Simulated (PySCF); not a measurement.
A GIAO shielding run with PySCF 2.14.0 with density-fitted response routines (density fitting, non-relativistic, gas phase) on `C(=C)[C@@]1([SiH3])C[C@@H]1CC`, C7H14Si:

```
$ OMP_NUM_THREADS=1 python probes_run.py task.json out

{"job": {"kind": "nmr", "xc": "PBE0", "basis": "pcSseg-1"}, "charge": 0, "multiplicity": 1}
C     -2.004025    -1.742132    -0.095178
C     -2.026590    -0.431891     0.076691
C     -0.823181     0.435567     0.034937
Si    -0.589797     1.197553    -1.681610
C     -0.525553     1.269701     1.256631
C      0.323772     0.077478     0.943190
C      1.769108     0.227897     0.535253
C      2.246670    -0.977819    -0.267180
H     -1.079335    -2.272543    -0.253797
H     -2.900511    -2.338333    -0.081703
H     -2.968809     0.082094     0.228111
H      0.430205     2.248292    -1.660294
H     -1.865950     1.796441    -2.079091
H     -0.221218     0.149242    -2.634720
H     -1.205824     1.213254     2.095385
H     -0.096249     2.251490     1.116022
H      0.155766    -0.793897     1.570216
H      2.383758     0.330458     1.434905
H      1.895360     1.134317    -0.058003
H      3.284470    -0.854295    -0.567187
H      1.639628    -1.098087    -1.161202
H      2.167894    -1.885399     0.327868
```

Hardware: 1 thread of an Arm Neoverse N1, shared host. The job also computes population analyses, field gradients, ring-centre shieldings.

(1) How large is the calculation?

(2) How long does it take, and how much memory does it need?

## Answers

(1) 70 electrons, 213 basis functions and 1122 auxiliary functions.

(2) 94 s of wall time, with 13 SCF cycles and 4 response iterations; peak memory 0.85 GiB. Times on a shared host scatter by some tens of per cent.
